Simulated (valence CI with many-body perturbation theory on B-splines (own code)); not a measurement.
# E1 transitions of Eu57+

Calculated by relativistic CI+MBPT: four valence electrons over a frozen Dirac-Fock core [He], a basis of 11 s, 11 p, 10 d, 8 f, 5 g, 2 h functions for each j, with the one-electron correlation potential Σ1 (screened to all orders), the two-electron term Σ2, the three-electron term Σ3, Breit, model QED; selected single and double excitations, second order for the rest, scaled by the run's own slope (own B-spline code, finite nucleus).

No measured spectrum was set against this ion. As an estimate, large intervals hold to a few tenths of a per cent, small ones and those within an open d or f shell to about a per cent. Among the levels kept, up to 910 cm⁻¹ of a level comes from second order outside the variational space, and about a tenth of that is noise between levels of different J, which matters for small intervals.

Lines 51 to 100 of 549 in falling wavelength, among levels below 75817 × 10³ cm⁻¹, chosen from the strongest by gf and those to the six lowest levels. Wavelengths and rates use the calculated energies. Electric multipoles are in the length gauge with retardation, E1 and E2 with the static RPA response of the core. Weak lines are less certain than strong ones. Lines between different terms over intervals too small for the method are left out, as are lines whose strength nearly cancels. The highest levels of a list are the least certain.

Levels are named by their leading jj configuration (3d3/2^4 stands for four electrons in 3d with j = 3/2), which in mixed levels can hold well under half, so a name can repeat and another be missing. Letters in brackets count levels of one name in rising energy.

| λ vac (Å) | Upper | Lower | A (s⁻¹) | S (a.u.) |
| --- | --- | --- | --- | --- |
| 47.41 | (2s 2p1/2 2p3/2 3p3/2) J=1 [a] | (2s 2p1/2 2p3/2 3s) J=1 [a] | 1.05e+11 | 1.65e-02 |
| 47.35 | (2p1/2^2 2p3/2 3d3/2) J=3 | (2p1/2^2 2p3/2 3p1/2) J=2 | 9.25e+10 | 3.39e-02 |
| 47.25 | (2s 2p1/2 2p3/2 3d3/2) J=2 [a] | (2s 2p1/2 2p3/2 3p1/2) J=2 [a] | 8.23e+10 | 2.14e-02 |
| 47.25 | (2p1/2^2 2p3/2 3p3/2) J=3 | (2s 2p1/2 2p3/2 3p3/2) J=2 [c] | 1.21e+11 | 4.40e-02 |
| 47.02 | (2s 2p1/2^2 3p3/2) J=1 | (2s 2p1/2^2 3s) J=0 | 1.83e+11 | 2.82e-02 |
| 46.89 | (2p1/2 2p3/2^2 3d3/2) J=4 | (2p1/2 2p3/2^2 3p1/2) J=3 | 1.27e+11 | 5.80e-02 |
| 46.72 | (2s^2 2p3/2 3d3/2) J=2 | (2s^2 2p3/2 3p1/2) J=2 | 9.36e+10 | 2.36e-02 |
| 46.64 | (2p1/2 2p3/2^2 3p3/2) J=3 [b] | (2p1/2 2p3/2^2 3s) J=3 | 1.71e+11 | 5.99e-02 |
| 46.49 | (2p1/2 2p3/2^2 3p3/2) J=4 | (2p1/2 2p3/2^2 3s) J=3 | 2.03e+11 | 9.07e-02 |
| 46.42 | (2s 2p1/2 2p3/2 3d3/2) J=2 [c] | (2s 2p1/2 2p3/2 3p1/2) J=1 [b] | 8.80e+10 | 2.17e-02 |
| 46.42 | (2s 2p1/2^2 3d3/2) J=1 | (2s 2p1/2^2 3p1/2) J=0 | 1.28e+11 | 1.90e-02 |
| 46.40 | (2s 2p3/2^2 3p3/2) J=1 [b] | (2s 2p3/2^2 3s) J=0 | 1.74e+11 | 2.58e-02 |
| 46.31 | (2s^2 2p3/2 3d3/2) J=2 | (2s^2 2p3/2 3p1/2) J=1 | 9.58e+10 | 2.35e-02 |
| 46.20 | (2p1/2^2 2p3/2 3p1/2) J=2 | (2s 2p1/2 2p3/2 3p1/2) J=2 [b] | 9.47e+10 | 2.30e-02 |
| 46.19 | (2p1/2 2p3/2^2 3p3/2) J=3 [b] | (2p1/2 2p3/2^2 3s) J=2 [b] | 6.00e+10 | 2.04e-02 |
| 46.19 | (2s 2p3/2^2 3d3/2) J=2 [b] | (2s 2p3/2^2 3p1/2) J=2 [b] | 7.81e+10 | 1.90e-02 |
| 46.04 | (2s 2p3/2^2 3d3/2) J=4 | (2s 2p3/2^2 3p1/2) J=3 | 1.87e+11 | 8.09e-02 |
| 46.02 | (2s 2p3/2^2 3d3/2) J=2 [a] | (2s 2p3/2^2 3p1/2) J=3 | 6.92e+10 | 1.66e-02 |
| 45.99 | (2s 2p3/2^2 3p3/2) J=3 [b] | (2s 2p3/2^2 3s) J=2 [b] | 3.10e+11 | 1.04e-01 |
| 45.81 | (2s 2p3/2^2 3d3/2) J=2 [b] | (2s 2p3/2^2 3p1/2) J=1 [a] | 1.03e+11 | 2.44e-02 |
| 45.79 | (2s 2p3/2^2 3p3/2) J=3 [a] | (2s 2p3/2^2 3s) J=3 | 9.09e+10 | 3.02e-02 |
| 45.79 | (2s 2p3/2^2 3d3/2) J=3 [b] | (2s 2p3/2^2 3p1/2) J=2 [b] | 1.94e+11 | 6.44e-02 |
| 45.76 | (2p1/2^2 2p3/2 3p3/2) J=2 | (2s 2p1/2 2p3/2 3p3/2) J=1 [c] | 7.02e+10 | 1.66e-02 |
| 45.72 | (2s^2 2p3/2 3d5/2) J=3 | (2s 2p1/2 2p3/2 3s) J=2 [a] | 6.54e+10 | 2.16e-02 |
| 45.72 | (2s 2p1/2 2p3/2 3d3/2) J=3 [c] | (2s 2p1/2 2p3/2 3p1/2) J=2 [c] | 1.73e+11 | 5.70e-02 |
| 45.70 | (2s 2p1/2 2p3/2 3d3/2) J=4 | (2s 2p1/2 2p3/2 3p1/2) J=3 | 1.62e+11 | 6.87e-02 |
| 45.69 | (2s 2p1/2 2p3/2 3d3/2) J=3 [a] | (2s 2p1/2 2p3/2 3p1/2) J=2 [a] | 1.73e+11 | 5.70e-02 |
| 45.59 | (2s^2 2p3/2 3d3/2) J=3 | (2s^2 2p3/2 3p1/2) J=2 | 1.97e+11 | 6.46e-02 |
| 45.56 | (2s^2 2p3/2 3p3/2) J=1 | (2s^2 2p3/2 3s) J=1 | 2.28e+11 | 3.20e-02 |
| 45.55 | (2s 2p1/2 2p3/2 3d3/2) J=2 [a] | (2s 2p1/2 2p3/2 3p1/2) J=1 [a] | 9.79e+10 | 2.28e-02 |
| 45.55 | (2s 2p1/2 2p3/2 3p3/2) J=2 [a] | (2s 2p1/2 2p3/2 3s) J=1 [a] | 1.23e+11 | 2.87e-02 |
| 45.52 | (2p1/2 2p3/2^2 3p3/2) J=3 [a] | (2p1/2 2p3/2^2 3s) J=2 [a] | 2.64e+11 | 8.62e-02 |
| 45.50 | (2s 2p3/2^2 3d3/2) J=2 [a] | (2s 2p3/2^2 3p1/2) J=2 [a] | 1.48e+11 | 3.44e-02 |
| 45.49 | (2s^2 2p1/2 3d3/2) J=2 | (2s^2 2p1/2 3p1/2) J=1 | 1.93e+11 | 4.49e-02 |
| 45.47 | (2s 2p1/2 2p3/2 3p3/2) J=3 [c] | (2s 2p1/2 2p3/2 3s) J=2 [c] | 2.35e+11 | 7.63e-02 |
| 45.34 | (2s 2p1/2^2 3d3/2) J=2 | (2s 2p1/2^2 3p1/2) J=1 | 1.80e+11 | 4.14e-02 |
| 45.23 | (2s 2p1/2 2p3/2 3d3/2) J=1 [a] | (2s 2p1/2 2p3/2 3p1/2) J=1 [a] | 1.62e+11 | 2.22e-02 |
| 45.14 | (2s 2p3/2^2 3d3/2) J=1 [a] | (2s 2p3/2^2 3p1/2) J=2 [a] | 2.45e+11 | 3.33e-02 |
| 45.13 | (2s 2p3/2^2 3p3/2) J=4 | (2s 2p3/2^2 3s) J=3 | 3.12e+11 | 1.27e-01 |
| 45.10 | (2p1/2 2p3/2^2 3p3/2) J=2 [a] | (2p1/2 2p3/2^2 3s) J=2 [a] | 9.94e+10 | 2.25e-02 |
| 45.08 | (2p1/2 2p3/2^2 3p1/2) J=3 | (2s 2p3/2^2 3p1/2) J=3 | 1.11e+11 | 3.51e-02 |
| 45.04 | (2p1/2 2p3/2^2 3p3/2) J=2 [a] | (2p1/2 2p3/2^2 3s) J=1 [a] | 6.94e+10 | 1.57e-02 |
| 44.97 | (2s 2p1/2 2p3/2 3d3/2) J=1 [b] | (2s 2p1/2 2p3/2 3p1/2) J=2 [b] | 2.16e+11 | 2.91e-02 |
| 44.93 | (2s 2p1/2 2p3/2 3p3/2) J=2 [d] | (2s 2p1/2 2p3/2 3s) J=1 [c] | 2.31e+11 | 5.16e-02 |
| 44.88 | (2s^2 2p3/2 3p3/2) J=3 | (2s^2 2p3/2 3s) J=2 | 3.20e+11 | 9.98e-02 |
| 44.82 | (2s 2p3/2^2 3d3/2) J=2 [c] | (2s 2p3/2^2 3p1/2) J=1 [b] | 1.45e+11 | 3.22e-02 |
| 44.77 | (2p1/2 2p3/2^2 3p3/2) J=1 [c] | (2p1/2 2p3/2^2 3s) J=0 | 2.07e+11 | 2.75e-02 |
| 44.70 | (2s 2p1/2 2p3/2 3p3/2) J=3 [a] | (2s 2p1/2 2p3/2 3s) J=2 [a] | 2.44e+11 | 7.52e-02 |
| 44.60 | (2s 2p3/2^2 3d3/2) J=1 [c] | (2s 2p3/2^2 3p1/2) J=1 [a] | 1.20e+11 | 1.58e-02 |
| 44.58 | (2s 2p3/2^2 3p3/2) J=2 [b] | (2s 2p3/2^2 3s) J=1 [a] | 2.36e+11 | 5.16e-02 |
